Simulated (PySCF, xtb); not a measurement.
Si(Me)2 (C2H6Si), SMILES C[Si]C (connectivity only; charge and spin as stated), neutral, multiplicity 1.

Geometry: B3LYP-D3(BJ)/def2-TZVP. The isomer is the one that the SMILES or the coordinates give; other isomers of the formula were not compared.

Calculation: C-PCM-B3LYP/def2-SVP run with PySCF.

The values are the electrostatic part of the solvation free energy, E(continuum) − E(gas) at the gas-phase geometry, in a cavity of scaled van der Waals radii (PySCF's table); cavitation and dispersion terms are not included. In vacuum the orbital gap is 3.51 eV. The dipole moment in vacuum is 1.31 D.

Computed values in water (ε = 78.36), 2-propanol (ε = 19.26), 1-octanol (ε = 9.86):
```json
[
 {"solvent": "water", "ε": "78.36", "ΔG(elec) (kcal/mol)": "-2.2", "dipole (D)": "1.78", "gap (eV)": "3.66"},
 {"solvent": "2-propanol", "ε": "19.26", "ΔG(elec) (kcal/mol)": "-2.1", "dipole (D)": "1.76", "gap (eV)": "3.65"},
 {"solvent": "1-octanol", "ε": "9.86", "ΔG(elec) (kcal/mol)": "-2.0", "dipole (D)": "1.73", "gap (eV)": "3.64"}
]
```

For comparison, GFN2-xTB/ALPB(water) (xtb, at the GFN2-xTB geometry, all terms of that model) gives 1.3 kcal/mol.
